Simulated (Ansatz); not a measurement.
isocyanic acid (SMILES N=C=O) moved off its minimum; all values from Ansatz (a first-principles code), cores frozen in correlated methods.
(charge 0, multiplicity 1)
```xyz
4

N     -1.1532     0.2152     0.2560
C      0.0605    -0.0552    -0.0069
O      1.1685    -0.2186    -0.3724
H     -1.7047    -0.2160     0.8133
```

```
level                largest force (eV/Å)  on atom  rms difference from CCSD(T)/aug-cc-pVTZ (eV/Å)  dipole (D)
-------------------  --------------------  -------  ----------------------------------------------  ----------
HF/def2-TZVPP                       12.16       N1                                           1.371        1.98
PBE/def2-TZVPP                      10.79       N1                                           0.181        1.77
r2SCAN/def2-TZVPP                   11.10       N1                                           0.240        1.81
B3LYP/def2-TZVPP                    11.09       N1                                           0.316        1.84
wB97M-V/def2-TZVPP                  11.21       N1                                           0.408        1.82
MP2/aug-cc-pVTZ                     10.70       N1                                           0.141        1.72
CCSD(T)/aug-cc-pVTZ                 10.66       N1                                           0.000        1.78
```

The differences count from one level among others, with limits of its own. Forces at CCSD(T)/aug-cc-pVTZ (eV/Å):

```csv
atom,Fx,Fy,Fz
N1,8.402,3.203,-5.732
C2,-3.093,0.215,0.659
O3,-0.951,0.342,0.341
H4,-4.358,-3.760,4.731
```
